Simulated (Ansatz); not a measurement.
Program: Ansatz. Geometries: PBE0-D4/def2-TZVP. ΔE: electronic, gas phase. CBS: MP2 limit from def2 TZ/QZ plus the TZ coupled-cluster correction, frozen cores. This one scheme is used for every species, atoms too. DFT in def2-TZVPP. Open shells (•) are unrestricted, without spin–orbit coupling. Spin–orbit coupling would lower the free atoms: a little for B, C, Si.

Consider the atomization: `[SiH3]B1C[SiH2]1` → B• + C• + 7 H• + 2 Si•.

`[SiH3]B1C[SiH2]1`:

Cartesian coordinates in Å:
```
Si 1.775 -0.709 0.627
B 0.001 0.158 0.409
C -0.526 1.283 -0.405
Si -1.713 -0.359 -0.243
H 1.807 -2.016 -0.088
H 2.912 0.118 0.135
H 2.002 -0.986 2.074
H -1.429 1.855 -0.171
H 0.071 1.803 -1.153
H -3.016 0.247 0.112
H -1.883 -1.393 -1.297
```

CCSD(T)/CBS gives +3550.2 kJ/mol.

Task: Another level gave +3514.5 kJ/mol. Which?
A. SCS-MP2/def2-TZVPP
B. revPBE-D4/def2-TZVPP
C. B2PLYP/def2-TZVPP
D. CCSD(T)/def2-TZVPP

Result: C. B2PLYP 3514.5, revPBE-D4 3523.8, CCSD(T)/def2-TZVPP 3466.3, SCS-MP2/def2-TZVPP 3485.5 kJ/mol.

Largest T1 diagnostic among the species: 0.014.

From r2SCAN to r2SCAN0 (25 % exact exchange), in def2-TZVPP and without D4, ΔE moves by −33.6 kJ/mol: exact exchange takes away binding that semilocal exchange gives to molecules. At CCSD(T), def2-SVP lies −191.5 kJ/mol from the extrapolated value and def2-TZVPP −83.9 kJ/mol: correlation converges slowly with the basis, and small sets miss more of it in the bonded molecule than in its fragments. The D4 term adds +36.7 kJ/mol with B3LYP and +19.2 kJ/mol with PBE0; it sums over pairs of atoms, weighted by their polarisabilities, and B3LYP, whose exchange is more repulsive, gets the larger term.

B3LYP here is the variant with VWN-RPA as its local correlation; programs differ in this.

For atomizations the MP2-based limit and the directly extrapolated one differ by several kJ/mol either way, and by 10 to 25 for some Ge, Se and Sn compounds, so smaller differences from it don't rank the levels.
